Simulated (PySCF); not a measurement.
Cl$_{3}$In (SMILES [Cl][In]([Cl])[Cl]), singlet, geometry from GFN2-xTB (such geometries of metal compounds can be far from the true shape) (all electrons, no relativity); R2SCAN/STO-3G (PySCF).

Input for PySCF:
```python
from pyscf import gto, scf, dft

mol = gto.Mole()
mol.atom = '''
    In   -0.000000   -0.000000    0.000000
    Cl    2.244496   -0.203900   -0.440003
    Cl   -0.903256   -1.011513    1.853081
    Cl   -1.341240    1.215412   -1.413078
'''
mol.basis = 'sto-3g'
mol.charge = 0
mol.spin = 0
mol.verbose = 4
mol.build()

mf = dft.RKS(mol)
mf.xc = 'r2scan'
mf.kernel()
```

Predict the main parts of the log of this PySCF run.


```
PySCF version 2.14.0

[INPUT] verbose = 4
[INPUT] num. atoms = 4
[INPUT] num. electrons = 100
[INPUT] charge = 0
[INPUT] spin (= nelec alpha-beta = 2S) = 0
[INPUT] symmetry False subgroup None
[INPUT] Mole.unit = angstrom
[INPUT] Symbol           X                Y                Z      unit          X                Y                Z       unit  Magmom
[INPUT]  1 In     0.000000000000   0.000000000000   0.000000000000 AA    0.000000000000   0.000000000000   0.000000000000 Bohr   0.0
[INPUT]  2 Cl     2.244496000000  -0.203900000000  -0.440003000000 AA    4.241482727682  -0.385315156799  -0.831485163987 Bohr   0.0
[INPUT]  3 Cl    -0.903256000000  -1.011513000000   1.853081000000 AA   -1.706906460370  -1.911482541437   3.501815576635 Bohr   0.0
[INPUT]  4 Cl    -1.341240000000   1.215412000000  -1.413078000000 AA   -2.534576267312   2.296795808510  -2.670330412648 Bohr   0.0

nuclear repulsion = 691.246050794319
number of shells = 26
number of NR pGTOs = 162
number of NR cGTOs = 54
basis = sto-3g
ecp = {}

******** <class 'pyscf.dft.rks.RKS'> ********
method = RKS
initial guess = minao
damping factor = 0
level_shift factor = 0
DIIS = <class 'pyscf.scf.diis.CDIIS'>
diis_start_cycle = 1
diis_space = 8
diis_damp = 0
SCF conv_tol = 1e-09
SCF conv_tol_grad = None
SCF max_cycles = 50
direct_scf = True
direct_scf_tol = 1e-13
XC library pyscf.dft.libxc version 7.1.2
    S. Lehtola, C. Steigemann, M. J. T. Oliveira, and M. A. L. Marques,  SoftwareX 7, 1–5 (2018)
XC functionals = r2scan
    J. W. Furness, A. D. Kaplan, J. Ning, J. P. Perdew, and J. Sun,  J. Phys. Chem. Lett. 11, 8208–8215 (2020)
    J. W. Furness, A. D. Kaplan, J. Ning, J. P. Perdew, and J. Sun,  J. Phys. Chem. Lett. 11, 9248–9248 (2020)
    J. W. Furness, A. D. Kaplan, J. Ning, J. P. Perdew, and J. Sun,  J. Phys. Chem. Lett. 11, 8208–8215 (2020)
    J. W. Furness, A. D. Kaplan, J. Ning, J. P. Perdew, and J. Sun,  J. Phys. Chem. Lett. 11, 9248–9248 (2020)
radial grids:
    Treutler-Ahlrichs [JCP 102, 346 (1995); DOI:10.1063/1.469408] (M4) radial grids

becke partition: Becke, JCP 88, 2547 (1988); DOI:10.1063/1.454033
pruning grids: <function nwchem_prune>
grids dens level: 3
symmetrized grids: False
atomic radii adjust function: <function treutler_atomic_radii_adjust>
small_rho_cutoff = 0
Set gradient conv threshold to 3.16228e-05
Initial guess from minao.
tot grids = 78520
init E= -7035.27312740259
  HOMO = -0.632845642900811  LUMO = -0.411704013981996  gap/eV = 6.01757
cycle= 1 E= -7050.81188327794  delta_E= -15.5  |g|= 0.245  |ddm|= 2.78
  HOMO = -0.191162050691305  LUMO = 0.0102076687976883  gap/eV = 5.47955
cycle= 2 E= -7050.83235898053  delta_E= -0.0205  |g|= 0.0539  |ddm|=  0.8
  HOMO = -0.210031571071552  LUMO = -0.0010175602042006  gap/eV = 5.68756
cycle= 3 E= -7050.8335064197  delta_E= -0.00115  |g|= 0.0196  |ddm|= 0.201
  HOMO = -0.209641204620942  LUMO = 0.00180871737518426  gap/eV = 5.75385
cycle= 4 E= -7050.83373172834  delta_E= -0.000225  |g|= 0.0016  |ddm|= 0.0542
  HOMO = -0.209244618005447  LUMO = 0.00179312316524691  gap/eV = 5.74263
cycle= 5 E= -7050.83373336439  delta_E= -1.64e-06  |g|= 7.32e-05  |ddm|= 0.0056
  HOMO = -0.209224322095065  LUMO = 0.00181273868358633  gap/eV = 5.74261
cycle= 6 E= -7050.83373336755  delta_E= -3.16e-09  |g|= 5.61e-07  |ddm|= 0.000219
  HOMO = -0.209224332177531  LUMO = 0.00181268991359429  gap/eV = 5.74261
cycle= 7 E= -7050.83373336755  delta_E=    0  |g|= 1.06e-07  |ddm|= 1.53e-06
  HOMO = -0.209224348115093  LUMO = 0.00181269198044434  gap/eV = 5.74261
Extra cycle  E= -7050.83373336755  delta_E= -1.82e-12  |g|= 1.06e-07  |ddm|= 7.34e-07
converged SCF energy = -7050.83373336755
```
